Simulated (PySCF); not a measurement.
Ca(F)2 cation (CaF₂), SMILES [F][Ca][F] (connectivity only; charge and spin as stated), charge +1, multiplicity 2.

Geometry optimised at TPSSh-D3(BJ)/def2-TZVP. The spin state was assumed, not searched. The isomer is the one that the SMILES or the coordinates give; other isomers of the formula were not compared.

Computed with TDA-LC-ωPBE/def2-TZVPD (PySCF 2.14.0).

Vertical excitations. Isolated molecule, no solvent.

```
state    energy (eV)  λ (nm)      f                                                    main pairs
-------  -----------  ------  -----  ------------------------------------------------------------
root 1          1.72     720  0.000                                              β HOMO→LUMO 99 %
root 2          2.39     520  0.000                                            β HOMO−2→LUMO 99 %
root 3          2.79     445  0.000                                            β HOMO−3→LUMO 99 %
root 4          2.81     441  0.001                                            β HOMO−4→LUMO 92 %
root 5          4.71     263  0.242                                            β HOMO−1→LUMO 80 %
root 6          8.47     146  0.000                        β HOMO→LUMO+1 74 %, β HOMO→LUMO+4 19 %
root 7          8.56     145  0.003                    β HOMO−1→LUMO+1 77 %, β HOMO−1→LUMO+4 20 %
root 8          8.90     139  0.000                      α HOMO−1→LUMO 74 %, α HOMO−1→LUMO+3 19 %
root 9          8.94     139  0.000  α HOMO→LUMO 15 %, β HOMO−2→LUMO+1 59 %, β HOMO−2→LUMO+4 14 %
root 10         8.98     138  0.002    α HOMO→LUMO 62 %, α HOMO→LUMO+3 15 %, β HOMO−2→LUMO+1 14 %
```
Unrestricted roots are not spin-pure.
